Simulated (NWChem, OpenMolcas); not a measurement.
## How basis sets differ on C2H3In (SMILES C#[C][InH2])

C2H3In has 6 atoms, charge 0, and is taken as a singlet. As SMILES, `C#[C][InH2]`. Geometry: relaxed at PBE0-D4/def2-TZVP.

```xyz
6

C    -0.1866   -1.9280    0.0151
C    -0.0704   -0.7234    0.0059
In    0.1319    1.3639   -0.0106
H    -0.2890   -2.9896    0.0233
H     0.6735    2.0815   -1.4688
H    -0.2594    2.1955    1.4350
```

Quantity: the HOMO–LUMO gap, in eV. The values are calculated.

| level | kind | program | value (eV) |
| --- | --- | --- | --- |
| HF/ANO-RCC-MB (DKH2) | Hartree–Fock | OpenMolcas | 11.34 |
| HF/STO-3G | Hartree–Fock | OpenMolcas | 13.02 |
| HF/3-21G | Hartree–Fock | NWChem | 11.02 |
| HF/ANO-RCC-VDZP (DKH2, RICD fitting) | Hartree–Fock | OpenMolcas | 10.96 |
| HF/def2-SVPD (core potential) | Hartree–Fock | OpenMolcas | 11.06 |

All-electron rows without a relativistic Hamiltonian named are non-relativistic, while core potentials hold scalar relativity, so basis and relativity change together. The values span 10.96 to 13.02 eV. A Hartree–Fock LUMO above zero doesn't converge with the basis: it sinks as sets grow more diffuse. Orbital gaps aren't excitation energies.
